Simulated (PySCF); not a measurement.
# Static response to an electric field

Compound: C₂H₃N₃OSi.
Geometry (GFN2-xTB, Å), atoms numbered from 1 in this order:
```xyz
10
C2H3N3OSi angstrom
N      1.2642    0.0651    2.6858
C      0.7824    0.1112    1.6483
Si    -0.0264    0.1567   -0.0473
N     -1.3468   -0.8937   -0.2843
O     -0.6113    1.6321   -0.3576
C      1.3595   -0.3603   -1.1945
N      2.2193   -0.6757   -1.8801
H     -2.2837   -0.5696   -0.1156
H     -1.2626   -1.8867   -0.1566
H     -0.0857    2.4255   -0.3205
```

Level: PBE0/def2-SVPD (PySCF), static field, nuclei fixed, core orbitals frozen in the response. The polarisability tensor in these axes (au):

```
x   64.91 -1.76 -0.27
y   -1.76 54.05  3.09
z   -0.27  3.09 71.31
```

Task: What are the eigenvalues, a third of the trace, and Δα (Δα² = ½Σ(αi − αj)² over the three pairs)?

Result: Principal values 53.27, 65.11 and 71.89 au; mean 63.42 au = 9.40 Å³ = 10.46 × 10⁻⁴⁰ C²·m²/J; Δα = 16.32 au (26 % of the mean).

Task: What is the dipole moment, and where does it point?

Result: (-3.78, 0.95, -0.40) D, 3.92 D in size, pointing from the negative to the positive side. Measured along this direction, the outermost atoms are N7 at the negative end and H8 at the positive end.

Task: Orientational against electronic polarisability at 298 K (dilute gas, rigid molecules)?

Result: In Gaussian units μ²/3kT = 124.47 Å³ against 9.40 Å³, a ratio of 13.24; the Debye molar polarisation (4π/3)N_A(α + μ²/3kT) is 337.7 cm³/mol, leaving out the vibrational part.

Task: Refractivity n − 1 of an ideal gas of it at 400 K and 1 atm, from the electronic α?

Result: N = p/kT = 1.8347 × 10¹⁹ cm⁻³, so n − 1 = 2π × N × 9.40 × 10⁻²⁴ cm³ = 1083 × 10⁻⁶ at long wavelengths, for an ideal gas.

Task: Find the Langevin capture rate constant for H3O+ (19.018 u) meeting this molecule (113.005 u), k = 2.342 × 10⁻⁹ cm³/s × √(α in Å³ / reduced mass in u).

Result: The reduced mass is 16.28 u, so k = 1.78 × 10⁻⁹ cm³/s. The formula leaves out the permanent dipole, which adds to the capture rate.

Task: Give the principal axes and the span of the nuclei along them.

Result: Largest value along (-0.08, 0.18, 0.98), where the nuclei span 4.69 Å; middle along (0.99, -0.13, 0.11), 4.27 Å; least along (0.14, 0.98, -0.16), 4.40 Å. 

Geometry: GFN2-xTB, one conformer, isolated molecule.

These values come from a run that also computed excited states. Hardware: one thread, Arm Neoverse V1 (aarch64), shared host with 32 logical CPUs at a one-minute load of 31. Cost: 25 s wall, 0.65 GiB resident at most.
